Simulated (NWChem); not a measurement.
**Atomisation of C$_{3}$H$_{5}$**

```
C
C 1 1.3233
H 2 1.0978 1 137.77
H 1 1.1158 2 117.73 3 0.00
C 1 1.5068 4 115.55 2 180.00
H 5 1.1066 1 111.55 4 180.00
H 5 1.1110 6 108.46 1 -122.32
H 5 1.1110 6 108.46 7 -115.36
```
Charge 0, spin multiplicity 2.

Program: NWChem. All single points use one geometry, from UPBE/def2-SVP, a minimum by its harmonic frequencies.

Basis set: def2-TZVP. The atomisation energy is electronic alone: no zero-point, thermal, spin-orbit or counterpoise terms. No value is extrapolated to the basis-set limit. Free atoms are single determinants with multiplicities C 3, H 2. Correlated methods freeze the same cores in atoms and molecule, 3 orbitals in all.

| method | atomisation energy (kcal/mol) | relative cost | remark |
|---|---|---|---|
| MP2 | 715.6 | 4 | spin-contaminated |
| PBE | 758.6 | under 3 | - |
| B3LYP | 740.4 | under 3 | - |
| M06-2X | 740.1 | under 3 | - |
| LC-wPBE (omega 0.3 per bohr) | 749.1 | 20 | - |
| HF | 561.4 | 3 | spin-contaminated |
| BHandHLYP | 721.4 | under 3 | - |
| PBE0 | 746.9 | under 3 | - |
| LDA (SVWN5) | 843.0 | 1 | - |

The values span 281.6 kcal/mol, from HF (lowest) to LDA (SVWN5) (highest). Relative cost: rough, from shared machines, SCF included, LDA (SVWN5) = 1. Costs are the molecule's.

B3LYP has NWChem's definition, with VWN1-RPA local correlation. GW and range-separated runs recompute their integrals, the others keep them in memory, which bears on the times. The structure started from a generated list of species. The unpaired electrons of the parent sit in orbitals of symmetry a' (Cs labels of the run); other states weren't searched. The stability of the SCF solutions was not checked. Open-shell Hartree-Fock references start from PBE0 orbitals; any time given for them includes that run.
